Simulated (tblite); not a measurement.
Species: C8H8N (doublet state).
Atom-mapped SMILES: `[CH3:1]/[N:2]=[CH:3]\[c:4]1[cH:5][cH:6][c:7][cH:8][cH:9]1` (hydrogens: H10, H11, H12 on C1; H13 on C3; H14 on C5; H15 on C6; H16 on C8; H17 on C9)

Structure optimised with GFN2-xTB, isolated species. This method treats the open shell by occupation alone, without spin polarisation.

Problem. List the bond lengths, angles and torsions at this level.

Solution. 
```
                  bond  length (bohr)     order
                 C1–N2          2.701    single
                 N2=C3          2.376    double
                 C3–C4          2.794    single
          C4–C5, C4–C9          2.630  aromatic
          C5–C6, C8–C9          2.632  aromatic
          C6–C7, C7–C8          2.578  aromatic
C1–H10, C1–H11, C1–H12          2.065    single
                C3–H13          2.055    single
        C5–H14, C9–H17          2.043    single
        C6–H15, C8–H16          2.040    single
```

Bonds in one row agree within 0.02 bohr and their mean is given. Orders are formal, as drawn. A selection of angles:
```
   angle  degrees
C1–N2–C3    123.8
N2–C3–C4    129.9
C3–C4–C5    118.6
C3–C4–C9    121.7
C5–C4–C9    119.7
C4–C5–C6    120.3
C5–C6–C7    117.7
C6–C7–C8    124.4
```

Torsions: C1–N2–C3–C4 -2° (synperiplanar); N2–C3–C4–C5 134° (anticlinal). The mirror-image conformer, all signs reversed, is as good.

The 6-membered ring C4–C5–C6–C7–C8–C9 has internal angles of 117.7° to 124.4° (sum 720°, against 720° for a flat polygon); it is planar, 0.01 Å rms from its mean plane, widest ring torsion 1°. Of the pairs four or more bonds apart, C9···H12 is among the closest relative to their van der Waals radii: 2.59 Å, 89 % of the sum of Bondi's values. C3 (carbon bonded to C, N and H) is planar (angles 129.9°, 115.3° and 114.8°, sum 360.0°, 0.01 Å off the plane of its three neighbours). The C–N distances run from 1.257 Å (N2=C3, drawn double) to 1.429 Å (C1–N2, drawn single), a spread of 0.172 Å. C7 (carbon bonded to 2 C) is bent (angle 124.4°). C5 (carbon bonded to 2 C and H) is planar (angles 120.3°, 119.9° and 119.8°, sum 360.0°, 0.01 Å off the plane of its three neighbours). C6 (carbon bonded to 2 C and H) is planar (angles 122.1°, 120.2° and 117.7°, sum 360.0°, 0.00 Å off the plane of its three neighbours).

Point group: C1 (no symmetry element, even within 0.4 Å). Its GFN2-xTB frequencies are all real (lowest 57 cm⁻¹). 2 starts were optimised and ended at 0.00 and 1.48 kcal/mol (GFN2-xTB); the lowest of these is shown.

All values are computed, not measured.
